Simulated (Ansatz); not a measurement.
Total energies of Br₃HOZr, SMILES `[OH][Zr]([Br])([Br])[Br]`.

```xyz
6

O     1.336   -0.664   -0.112
Zr   -0.337    0.168    0.028
Br   -0.168    2.069    1.626
Br   -1.019    1.005   -2.215
Br   -2.001   -1.489    0.856
H     2.189   -1.087   -0.183
```

The species carries charge 0 and has multiplicity 1. Correlated methods include outer-core shells of Br, Zr, which these sets cover unevenly. Scalar relativity is left out up to krypton. Zr takes the def2 core potential. The structure was optimised at the PBE0-D4/def2-TZVP level. It is one conformer, not always the lowest. Basis def2-TZVPP, Ansatz 0.2.0.

RPA on PBE orbitals: Hartree–Fock energy of these orbitals -7839.50144 Eh, correlation -2.07689 Eh (frozen core).

| functional | energy without D4 (Eh) | D4 term (kJ/mol) |
| --- | --- | --- |
| B3LYP | -7845.79907 | -37.5 |
| r2SCAN0 | -7845.59392 | -6.8 |

Problem. Give the same for LDA (SPW92), PBE, revPBE, BLYP, r2SCAN, B97M-V, PBE0, r2SCANh, HSE06 (plane-wave form), BHLYP, CAM-B3LYP, LC-ωPBE, ωB97X-V, ωB97M-V, B2PLYP, PBE-QIDH. (Best estimate.)

Solution. Ansatz gave: 
```
             functional  energy without D4 (Eh)  D4 term (kJ/mol)
            LDA (SPW92)             -7834.38822                 –
                    PBE             -7844.47525             -22.8
                 revPBE             -7845.04605             -43.9
                   BLYP             -7845.73652             -45.6
                 r2SCAN             -7845.65103              -5.3
                 B97M-V             -7844.30399                 –
                   PBE0             -7844.71449             -20.3
                r2SCANh             -7845.62728              -6.0
HSE06 (plane-wave form)             -7844.72381             -19.7
                  BHLYP             -7845.54565             -38.9
              CAM-B3LYP             -7846.01147             -21.9
                LC-ωPBE             -7844.59586                 –
                ωB97X-V             -7844.93300                 –
                ωB97M-V             -7845.16536                 –
                 B2PLYP             -7844.42468                 –
               PBE-QIDH             -7843.72554                 –
```

B3LYP takes the VWN-RPA correlation (the form of Gaussian; ORCA's B3LYP/G). HSE06 is the plane-wave form, built on full-range PBE exchange. The double hybrids freeze the cores in their second-order part.

LC-ωPBE has ω = 0.4 bohr⁻¹.
